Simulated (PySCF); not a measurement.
Question: Give a PBE0-D3(BJ)/def2-SVP geometry of `[PH4+]`. (Charge +1.)

Answer: 
```
atom  x, y, z in Å
P1    -0.023    0.015   -0.020
H2    -0.792   -0.858   -0.814
H3     0.297   -0.617    1.198
H4    -0.761    1.187    0.239
H5     1.164    0.349   -0.702
```

Orientation and origin are arbitrary. Atoms count from 1 in this order. P1 (phosphonium phosphorus) is tetrahedral (all angles 109.5°).

Method: PBE0-D3(BJ)/def2-SVP geometry optimisation, gas phase in PySCF 2.14.0.

Point group: Td (every atom within 0.08 Å of its image). Stationary, but not proved a minimum.

The run took 1.6 s on Intel Xeon Platinum 8488C, one thread, no GPU, on a shared host, and the process peaked at 0.25 GiB of memory. This is the geometry optimisation.

---

Task: What does the PBE0-D3(BJ)/def2-SVP structure of `[GeH3][O]BBr` look like in three dimensions?

Result: 
Z-matrix in Å and degrees, rows numbered from 1:
```
Ge
O   1  1.8200
B   2  1.3259  1  128.66
Br  3  1.9488  2  121.02  1     0.58
H   1  1.5325  2  107.65  3    60.69
H   1  1.5324  2  107.77  3   -61.61
H   1  1.5319  2  102.61  3   179.52
H   3  1.2049  2  122.08  1  -179.33
```

The 4 heavy atoms lie in one plane (0.002 Å rms). O2 (boron-bound oxygen) is bent (angle 128.7°). B3 (three-coordinate boron) is planar (angles 122.1°, 121.0° and 116.9°, sum 360.0°, 0.00 Å off the plane of its three neighbours). Ge1 (germanium bonded to O and 3 H) is distorted tetrahedral (angles from 102.6° to 113.1°).

Theory: PBE0-D3(BJ)/def2-SVP geometry optimisation, gas phase (PySCF).

Point group: Cs (tolerance 0.08 Å). Stationary, but not proved a minimum. One conformer, not necessarily the lowest (Ge1–O2–B3–Br4 1°).
